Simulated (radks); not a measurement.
The numbers below are computed, except where a source is named.
Task: The mean radii <r> (bohr) of the occupied orbitals of an atom or ion are listed with their occupations. Code: a radial shooting solver on a logarithmic mesh with Libxc functionals. Model: Dirac Kohn-Sham, LB94 model potential, spin-unpolarised, spherical densities, finite nucleus; Fermi nuclear charge, rms radius of each element as measured or else 0.836 A^(1/3) + 0.57 fm.

| orbital | occ. | <r> |
|---|---|---|
| 1s1/2 | 2 | 0.02555 |
| 2s1/2 | 2 | 0.1090 |
| 2p1/2 | 2 | 0.09159 |
| 2p3/2 | 4 | 0.09758 |
| 3s1/2 | 2 | 0.2893 |
| 3p1/2 | 2 | 0.2787 |
| 3p3/2 | 4 | 0.2903 |
| 3d3/2 | 4 | 0.2600 |
| 3d5/2 | 6 | 0.2637 |
| 4s1/2 | 2 | 0.6242 |
| 4p1/2 | 2 | 0.6323 |
| 4p3/2 | 4 | 0.6520 |

Name the element and its charge. Open shells, if any, fill j = l - 1/2 first.

Result: Z = 56, barium, charge +20: Ba20+ in [Kr]. The 1s radius gives Z: for a bare nucleus <r> = (2 gamma + 1)/(2Z) with gamma = sqrt(1 - (Z/c)^2), 0.02523 bohr for Z = 56, and screening makes it slightly larger (0.02555 here). The occupations add up to 36, and the charge is Z minus that.
